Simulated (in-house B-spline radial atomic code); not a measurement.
**Fe IX (Fe8+): [Ne] 3s2 3p6**

Level of theory: non-relativistic B97-1, spin-polarised, spherical fractional occupations, point nucleus; calculated with a radial B-spline atomic code at the basis-set limit.

Effective charges: Z_r = [3n² - l(l+1)]/(2<r>) from the radius, Z_e = n√(-2ε) from the energy, and Slater's rules. Values are occupation-weighted means over spin.

```
shell  electrons   ε (eV)  <r> (bohr)    Z_r    Z_e  Slater
   1s          2  -7151.9     0.05915  25.36  22.93   25.70
   2s          2  -1006.1      0.2691  22.29  17.20   21.85
   2p          6  -892.78      0.2361  21.18  16.20   21.85
   3s          2  -258.65      0.7534  17.92  13.08   14.75
   3p          6  -223.13      0.7622  16.40  12.15   14.75
```

The least bound orbital is 3p at -223.1 eV, and it is also the most diffuse (<r> = 0.7622 bohr).
